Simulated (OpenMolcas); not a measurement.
Mo+: CASPT2 settings compared

| Item | Value |
| --- | --- |
| Program | OpenMolcas |
| Basis | ANO-R1 [6s4p3d1f] |
| Scalar Hamiltonian | X2C, finite nucleus |
| Active space | 5 electrons in 5 orbitals (4d) |
| State averaging | 2S+1 = 6 even, 1 root; 2S+1 = 4 even, 24 roots (17 in the spin-orbit step); 2S+1 = 2 even, 75 roots (13 in the spin-orbit step) |
| Spin-orbit coupling | RASSI with atomic mean-field integrals over the reference wave functions, term energies averaged over their components |

Methods on the same reference wave functions:
A. CASSCF
B. SS-CASPT2, IPEA 0.6 Eh, imaginary shift 0.05 Eh (closed shells correlated: none)
C. SS-CASPT2, IPEA 0.75 Eh, sigma2 regulariser 0.15 Eh (closed shells correlated: 4s 4p)
D. XMS-CASPT2, IPEA 0.5 Eh, imaginary shift 0.5 Eh (closed shells correlated: 4s 4p)

Energies in cm⁻¹ above 4d⁵ ⁶S_5/2, the measured ground level; measured values from NIST Handbook of Basic Atomic Spectroscopic Data.

```tsv
Level	A	B	C	D	Measured
4d⁵ ⁶S_5/2	0.0	0.0	0.0	0.0	0.0
4d⁵ ⁴G_7/2	20844	19810	18490	18310	15331
4d⁵ ⁴G_9/2	20844	19810	18490	18310	15428
4d⁵ ⁴G_5/2	20844	19810	18490	18310	15199
4d⁵ ⁴G_11/2	20844	19810	18490	18310	15447
4d⁵ ⁴P_5/2	23826	20370	20060	19520	
4d⁵ ⁴P_3/2	23854	20360	20080	19500	
4d⁵ ⁴P_1/2	24082	20540	20320	19660	
4d⁵ ⁴D_7/2	25722	22930	21850	22390	
4d⁵ ⁴D_1/2	25848	23010	21990	22470	
4d⁵ ⁴D_3/2	26076	23180	22230	22620	
4d⁵ ⁴D_5/2	26179	23260	22340	22700
```

Deviations, from unrounded energies. A percentage is the sum of absolute deviations over the sum of measured energies, with the sign that they share, or ± where signs differ.

```
                        Against measurement  Levels      A      B      C      D
             mean absolute deviation (cm-1)       4   5500   4500   3100   3000
other terms of the ground configuration (%)       4  +35.8  +29.1  +20.5  +19.3
```

D lies closest to measurement on these levels and A furthest from it. The largest miss of D in the table is 4d⁵ ⁴G_5/2, by +3100 cm-1. The ranking rests on the paired levels alone, and a cruder setting can come out closer through cancelling errors.

Among B to D the level of the table that moves most is 4d⁵ ⁴G_9/2, by 1500 cm-1 (lowest in D, highest in B). Moves below CASPT2's spread within the term are not significant.

The mean deviations of B to D differ by less than CASPT2's widest spread within a term (1700 cm-1), so their order carries little weight.

From A to B the spin-free energies of the other terms of 4d⁵ shown, above ⁶S, scale by factors of 0.85 to 0.95, as is usual when dynamic correlation screens the repulsion within a d or f shell.

The lowest spin-free term lies below A's lowest term by 0.049 hartree in B, 0.204 hartree in C, 0.215 hartree in D.

CASPT2 does not keep the components of a term degenerate, so their means are used; among the terms shown or strongly mixed into the levels shown the widest spread is 1700 cm-1 (4d⁵ ⁴G, D). Some high roots are left out of the spin-orbit mixing, which shifts the levels that they would mix with. Configurations with an s electron lie low at this charge and mix in, so terms can be misplaced. Without dynamic correlation excited terms often stand tens of per cent too high (terms of higher spin than the ground term too low), and those without a measured partner can miss by more than the paired ones (holds for A). Some terms miss by over 15 % even with CASPT2, which points to a basis or an active space too small for the shells correlated (holds for B; C; D). The CASPT2 spread within a term exceeds the gap to the next term for 4d⁵ ⁴G and 4d⁵ ⁴P, so the order of their levels is uncertain, and so are names and mixing where such terms share a J (holds for D). Measured partners are found by configuration, term and J. A level has none where our copy of the source lacks it or the pairing is in doubt (some pairs that miss far off the trend of their configuration count as doubtful), and it then counts in no deviation. Levels of configurations outside the active space are missing. The table leaves out levels that lie high or whose names do not pair safely across all columns.
